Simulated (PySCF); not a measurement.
# Electron correlation in Si⁺ (silicon, charge +1)

[Ne] 3s2 3p1, 2P determinant. All numbers are calculated (PySCF 2.14, the non-relativistic Hamiltonian (point nucleus), in 6-31G*). Frozen: [Ne]; 3 electrons correlated.

MP2 pair energies summed by pair of shells (mhartree):

| pair | energy | share (%) |
| --- | --- | --- |
| 3s-3s | -20.81 | 61.0 |
| 3s-3p | -13.29 | 39.0 |

Total MP2 correlation energy: -34.10 mhartree.

Same-spin part -1.90 and opposite-spin part -32.20 mhartree; SCS-MP2 scales them by 1/3 and 6/5 to -39.28 mhartree.

```tsv
level	correlation energy (mhartree)
CCSD	-51.09
(T)	-0.56
CCSD(T)	-51.65
```

Diagnostics: T1 = 0.011, D1 = 0.0219, largest double amplitude 0.110.

Is a single reference adequate?

Mostly. T1 lies below 0.03, but a double amplitude of this size points to a near-degeneracy that CCSD handles and MP2 describes poorly.
